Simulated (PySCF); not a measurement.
A side-by-side comparison of computed properties.

First species: C₅H₁₀FNSi.
SMILES: `C=NC[SiH2]CC(=C)F`

Second species: CH7F2NSi2.
Z-matrix (Å and degrees, GFN2-xTB geometry), rows numbered from 1:
```
F 
C   1  1.3841
Si  2  1.9120  1  110.36
N   3  1.7250  2  106.04  1   -57.94
Si  4  1.7352  3  130.75  2    26.47
F   5  1.6123  4  102.64  3   178.41
H   2  1.0920  1  106.17  3   122.30
H   2  1.0920  1  106.14  3  -122.44
H   3  1.4651  2  108.24  1  -174.96
H   3  1.4667  2  108.38  1    63.15
H   4  1.0085  3  114.81  2  -164.99
H   5  1.4519  4  110.92  3   -69.20
H   5  1.4513  4  113.35  3    64.89
```

Levels: CAM-B3LYP/def2-SVPD for dipole moment, HOMO energy, LUMO energy, HOMO–LUMO gap, static isotropic polarisability and electronic spatial extent ⟨r²⟩ about the centre of nuclear charge; TDDFT CAM-B3LYP/def2-SVPD for lowest singlet excitation; TDA CAM-B3LYP/def2-SVPD for lowest triplet excitation (Tamm–Dancoff); GFN2-xTB for rotational constant A and rotational constant C. Geometries: GFN2-xTB. Each structure is a single optimised conformer of the isolated species, non-relativistic unless stated. Electronic properties by PySCF.

The conformers computed, where there is a choice (atom-mapped SMILES and torsion angles):
- `[CH2:1]=[N:2][CH2:3][SiH2:4][CH2:5][C:6](=[CH2:7])[F:8]`: C1–N2–C3–Si4 -112°, N2–C3–Si4–C5 -49°, C3–Si4–C5–C6 -64°, Si4–C5–C6–C7 99°
- `[F:1][CH2:2][SiH2:3][NH:4][SiH2:5][F:6]`: F1–C2–Si3–N4 -58°, C2–Si3–N4–Si5 26°, Si3–N4–Si5–F6 178°

Values for the first species:

| Quantity | Value |
| --- | --- |
| Dipole moment | 2.54 D |
| HOMO energy | -8.39 eV |
| LUMO energy | 0.57 eV |
| HOMO–LUMO gap | 8.96 eV |
| Lowest singlet excitation | 4.94 eV |
| Lowest triplet excitation (Tamm–Dancoff) | 4.13 eV |
| Static isotropic polarisability | 96.0 au |
| Electronic spatial extent ⟨r²⟩ about the centre of nuclear charge | 1429 bohr² |
| Rotational constant A | 2.830 GHz |
| Rotational constant C | 0.824 GHz |

Problem. Estimate the same properties for the second species, and the change in each.

Solution. 
| property | first | second | second less first |
| --- | --- | --- | --- |
| dipole moment | 2.54 D | 2.39 D | -0.15 D |
| HOMO energy | -8.39 eV | -9.10 eV | -0.71 eV |
| LUMO energy | 0.57 eV | 0.88 eV | +0.31 eV |
| HOMO–LUMO gap | 8.96 eV | 9.98 eV | +1.02 eV |
| lowest singlet excitation | 4.94 eV | 6.55 eV | +1.61 eV |
| lowest triplet excitation (Tamm–Dancoff) | 4.13 eV | 6.20 eV | +2.07 eV |
| static isotropic polarisability | 96.0 au | 69.7 au | -26.3 au |
| electronic spatial extent ⟨r²⟩ about the centre of nuclear charge | 1429 bohr² | 1098 bohr² | -331 bohr² |
| rotational constant A | 2.830 GHz | 3.824 GHz | +0.994 GHz |
| rotational constant C | 0.824 GHz | 1.002 GHz | +0.178 GHz |

On the first: The polarisability is 14.23 Å³ as a volume (1 au = 0.148185 Å³), or 1.37 au for each of the 70 electrons.

On the second: The 8 singlets span 6.55 to 8.44 eV, and their oscillator strengths add up to 0.13. The vertical singlet–triplet gap S1 − T1 is 0.35 eV (TDDFT singlet less Tamm–Dancoff triplet; S1: HOMO→LUMO, weight 0.93; T1: HOMO→LUMO, weight 0.87).
